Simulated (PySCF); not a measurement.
## Spinor energies of Bi⁵³⁺ (bismuth, charge +53)

Start: [Ar] 3d10 4s2. Calculated with PySCF 2.14 in an even-tempered Gaussian basis (16 s from 8.3 bohr⁻², ratio 2.8; 13 p from 11 bohr⁻², ratio 2.8; 8 d from 19 bohr⁻², ratio 2.8; 4 f from 43 bohr⁻², ratio 3): generalised Hartree-Fock with the X2C-1e Hamiltonian and a Gaussian nucleus; one run each with spin-orbit coupling (SO) switched off, then screened by Boettger's factors.

```json
{"spinor shell": "1s1/2", "electrons": "2", "ε, spin-free (eV)": "-94065.5", "ε, screened SO (eV)": "-94026.7", "weight of nominal j (screened SO)": "1.000", "rms radius, screened SO (bohr)": "0.0178"}
{"spinor shell": "2s1/2", "electrons": "2", "ε, spin-free (eV)": "-19474.8", "ε, screened SO (eV)": "-19463.3", "weight of nominal j (screened SO)": "1.000", "rms radius, screened SO (bohr)": "0.0716"}
{"spinor shell": "2p1/2", "electrons": "2", "ε, spin-free (eV)": "-17111.9", "ε, screened SO (eV)": "-18803.1", "weight of nominal j (screened SO)": "1.000", "rms radius, screened SO (bohr)": "0.0605"}
{"spinor shell": "2p3/2", "electrons": "4", "ε, spin-free (eV)": "-17111.9", "ε, screened SO (eV)": "-16468.2", "weight of nominal j (screened SO)": "1.000", "rms radius, screened SO (bohr)": "0.0689"}
{"spinor shell": "3s1/2", "electrons": "2", "ε, spin-free (eV)": "-6850.0", "ε, screened SO (eV)": "-6846.8", "weight of nominal j (screened SO)": "1.000", "rms radius, screened SO (bohr)": "0.181"}
{"spinor shell": "3p1/2", "electrons": "2", "ε, spin-free (eV)": "-6158.2", "ε, screened SO (eV)": "-6557.5", "weight of nominal j (screened SO)": "1.000", "rms radius, screened SO (bohr)": "0.172"}
{"spinor shell": "3p3/2", "electrons": "4", "ε, spin-free (eV)": "-6158.2", "ε, screened SO (eV)": "-6003.4", "weight of nominal j (screened SO)": "1.000", "rms radius, screened SO (bohr)": "0.187"}
{"spinor shell": "3d3/2", "electrons": "4", "ε, spin-free (eV)": "-5484.2", "ε, screened SO (eV)": "-5554.5", "weight of nominal j (screened SO)": "1.000", "rms radius, screened SO (bohr)": "0.162"}
{"spinor shell": "4s1/2", "electrons": "2", "ε, spin-free (eV)": "-3309.5", "ε, screened SO (eV)": "-3308.8", "weight of nominal j (screened SO)": "1.000", "rms radius, screened SO (bohr)": "0.373"}
```

Task: Where does 3d5/2 lie, and what is the 3d spin-orbit splitting (screened SO)?

Result: At -5436.3 eV, 118.19 eV above 3d3/2.

```csv
quantity,spin-free,screened SO
E (hartree),-19342.71747,-19382.17569
M_J,0,0
⟨J²⟩,0.000,0.000
⟨L²⟩,0.000,0.104
⟨S²⟩,0.000,0.104
```

Breit and QED terms are absent; they matter most for the inner s and p1/2 levels.

Densities and radii are taken from the X2C orbitals without a picture-change correction, which distorts them close to the nucleus.

Without spin-orbit coupling the j labels of p, d and f shells carry no meaning; the spin-free column gives the mean over the occupied spinors of each nl shell.
